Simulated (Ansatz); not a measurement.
A nudged elastic band was laid between two geometries of F2H2O2Si (7 atoms, charge 0, multiplicity 1).

Level of theory: Ansatz, RKS PBE-D4/6-31G*.

```json
{
 "movable images": "5",
 "climbing image": "yes",
 "spring": "5.0 eV/Å²",
 "optimiser": "quadratic models (default)",
 "start path": "through a guess of the saddle point",
 "force threshold": "0.05 eV/Å",
 "iteration limit": "60",
 "end points": "relaxed"
}
```

First end point:

```xyz
7
Properties=species:S:1:pos:R:3
O -1.154 0.419 0.918
Si -0.011 -0.017 -0.177
O 1.359 -0.358 0.663
F -0.438 -1.303 -1.050
F 0.191 1.173 -1.245
H -1.804 1.066 0.587
H 1.918 -1.047 0.259
```

Last end point:

```xyz
7
Properties=species:S:1:pos:R:3
O -1.394 0.647 0.407
Si -0.102 -0.004 -0.368
O 1.047 -0.340 0.768
F -0.530 -1.322 -1.181
F 0.445 1.011 -1.487
H -1.279 0.677 1.376
H 1.875 -0.737 0.438
```

**Question.** What changes between the two ends?

**Answer.** No bond is made or broken. The dihedral H6–O1–Si2–O3 goes from 149 to -3°.

**Question.** Give the energies along the band, and the barrier.

**Answer.** It converged. The highest image is number 3 of 0 to 6, 0.4 kcal/mol above the first end and 0.7 kcal/mol above the last; the last end lies 0.3 kcal/mol below the first. Beside the main top the profile has a ripple of under 15 meV (maxima at images 1, 3), which may be a very shallow well or noise. A vibrational analysis at the climbing image gives one clearly imaginary mode, 156i cm⁻¹: a first-order saddle point.

```csv
image,path coordinate (Å),energy (kcal/mol),dihedral H6–O1–Si2–O3 (°)
0,0.00,0.0,149
1,0.52,0.3,-175
2,1.03,0.1,-135
3,1.55,0.4,-95
4,1.95,0.1,-64
5,2.36,-0.3,-34
6,2.76,-0.3,-3
```

**Question.** What is the geometry of the highest image?

**Answer.** 
```xyz
7
Properties=species:S:1:pos:R:3
O -1.103 0.912 0.644
Si -0.005 0.077 -0.247
O 1.208 -0.460 0.728
F -0.716 -1.156 -1.004
F 0.575 1.048 -1.386
H -1.861 0.382 0.952
H 1.963 -0.871 0.267
```

The band took 9 iterations and roughly 2.3 core-minutes.

Time of the run: 2.4 min on 1 thread of Intel(R) Xeon(R) Processor @ 2.70GHz, with other jobs on the host, peak memory 0.15 GiB.
